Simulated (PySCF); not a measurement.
One molecule, one basis, several functionals.

Compound: C5H10Si.
Atom-mapped SMILES: `[CH2:1]=[CH:2][CH:3]1[CH2:4][SiH2:5][CH2:6]1` (hydrogens: H7, H8 on C1; H9 on C2; H10 on C3; H11, H12 on C4; H13, H14 on Si5; H15, H16 on C6)

Geometry (PBE0-D3(BJ)/def2-SVP, Å), atoms numbered from 1 in this order:
```
atom  x, y, z in Å
C1     2.4124    0.2902   -0.2548
C2     1.1287   -0.0507   -0.3736
C3     0.0089    0.4900    0.4590
C4    -1.1301    1.0964   -0.4286
Si5   -2.0667   -0.5386   -0.2200
C6    -0.7854   -0.6561    1.1721
H7     2.7402    1.0204    0.4923
H8     3.1822   -0.1454   -0.8969
H9     0.8456   -0.7882   -1.1379
H10    0.4262    1.2215    1.1709
H11   -0.8173    1.4656   -1.4154
H12   -1.6414    1.9163    0.1004
H13   -1.8648   -1.5150   -1.3355
H14   -3.5237   -0.5158    0.1205
H15   -1.2068   -0.3015    2.1261
H16   -0.2186   -1.5774    1.3668
```

PySCF, pcSseg-1 basis, density fitting, gas phase, PBE0-D3(BJ)/def2-SVP geometry. One functional is left out:

```tsv
functional	exact exchange (%)	HOMO energy (eV)	LUMO energy (eV)	dipole moment (D)
B97-D	0	-6.18	-0.69	0.438
BLYP	0	-6.08	-0.67	0.433
BP86	0	-6.36	-0.90	0.458
LDA	0	-6.45	-1.04	0.465
OPBE	0	-6.22	-0.67	0.464
PBE	0	-6.27	-0.82	0.458
B3LYP	20	-7.13	-0.05	0.413
PBE0	25	-7.37	0.17	0.427
mPW1PW91	25	-7.39	0.17	0.421
BHandHLYP	50	-8.29	1.18	0.393
```

**Question.** Predict the row of B97-2 (21 % exact exchange) by straight lines through the other rows, and check it.

**Answer.** 
```csv
property,line,computed,computed − line,"B3LYP (20 %), for comparison"
HOMO energy (eV),-7.15,-7.11,+0.04,-7.13
LUMO energy (eV),0.02,0.14,+0.12,-0.05
dipole moment (D),0.426,0.423,-0.003,0.413
```

**Question.** Which of these properties follows the share of exact exchange most closely, and which least?

**Answer.** Most closely the HOMO energy, least the dipole moment; the correlations over the tabulated rows are HOMO energy -0.989, LUMO energy 0.986, dipole moment -0.880. The HOMO energy moves by -0.418 eV for every 10 %. Functionals with the same share still differ in their other parts: at 0 % BLYP and LDA differ by 0.37 eV in it.
